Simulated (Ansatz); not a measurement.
C$_{3}$H$_{8}$Al (`[CH2][Al]([CH3])[CH3]`) radical, relaxed with UKS PBE0-D4/def2-TZVP in Ansatz 0.2.0 from a PBE-D4/def2-SVP geometry. The force threshold is 0.005 eV/Å; the program also tests the step.

Total charge 0; spin multiplicity 2.

Start:

```xyz
12

C     0.801    0.109   -1.960
Al    0.068    0.011   -0.156
C    -1.223    1.372    0.449
C     0.617   -1.453    1.044
H     1.527   -0.613   -2.383
H     0.545    0.896   -2.699
H    -2.196    0.906    0.721
H    -0.866    1.885    1.369
H    -1.430    2.153   -0.311
H    -0.254   -2.086    1.324
H     1.025   -1.059    2.001
H     1.385   -2.121    0.602
```

```json
{"step": "1", "energy (eV)": "-9831.6494", "largest force (eV/Å)": "0.520", "largest move (Å)": "0.000"}
{"step": "2", "energy (eV)": "-9831.6897", "largest force (eV/Å)": "0.150", "largest move (Å)": "0.023"}
{"step": "3", "energy (eV)": "-9831.6933", "largest force (eV/Å)": "0.007", "largest move (Å)": "0.011"}
{"step": "4 (rejected)", "energy (eV)": "-9831.6933", "largest force (eV/Å)": "0.016", "largest move (Å)": "0.004"}
{"step": "5", "energy (eV)": "-9831.6933", "largest force (eV/Å)": "0.002", "largest move (Å)": "0.002"}
```

End:

```xyz
12

C     0.794    0.109   -1.943
Al    0.066    0.011   -0.155
C    -1.214    1.361    0.446
C     0.612   -1.442    1.036
H     1.510   -0.602   -2.355
H     0.541    0.882   -2.668
H    -2.173    0.901    0.714
H    -0.859    1.868    1.350
H    -1.415    2.127   -0.307
H    -0.246   -2.066    1.311
H     1.017   -1.053    1.976
H     1.367   -2.097    0.595
```

It took 15 s on 4 threads of an Arm Neoverse V2 on a shared host, with 0.47 GiB of host memory at the peak.
